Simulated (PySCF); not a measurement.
ClH6N3Sn. Atoms are numbered in the order given.

```xyz
11

N      0.4953    -1.8507    -0.9404
Sn     0.0000     0.0000    -0.2465
N      1.3551     1.3543    -0.9404
N     -1.8504     0.4964    -0.9404
Cl     0.0000     0.0000     2.1501
H      0.3964    -2.5727    -0.2256
H      1.4627    -1.8685    -1.2674
H      0.8868     2.2010    -1.2674
H      2.0298     1.6296    -0.2256
H     -2.3495    -0.3325    -1.2674
H     -2.4262     0.9430    -0.2256
```

Coordinates come from a B3LYP-D3(BJ)/def2-SVP optimisation. The def2 effective core potentials stand for the cores of Sn; spin–orbit coupling is left out. Other conformers were not sampled.

Method: B3LYP/def2-TZVP (PySCF).

ESP charges are fitted to the potential on shells at 1.4 to 2.0 van der Waals radii. Atomic charges (e):

```tsv
atom	Mulliken	ESP fit
N1	-0.75	…
Sn2	1.22	…
N3	-0.75	…
N4	-0.75	…
Cl5	-0.40	…
H6	0.24	…
H7	0.24	…
H8	0.24	…
H9	0.24	…
H10	0.24	…
H11	0.24	…
```

Task: Some entries are withheld; supply them. (The exact figures need the calculation; the answer reports its results.)

Result: 
- N1, ESP fit: -0.83
- Sn2, ESP fit: 0.94
- N3, ESP fit: -0.84
- N4, ESP fit: -0.83
- Cl5, ESP fit: -0.35
- H6, ESP fit: 0.30
- H7, ESP fit: 0.33
- H8, ESP fit: 0.34
- H9, ESP fit: 0.30
- H10, ESP fit: 0.33
- H11, ESP fit: 0.30
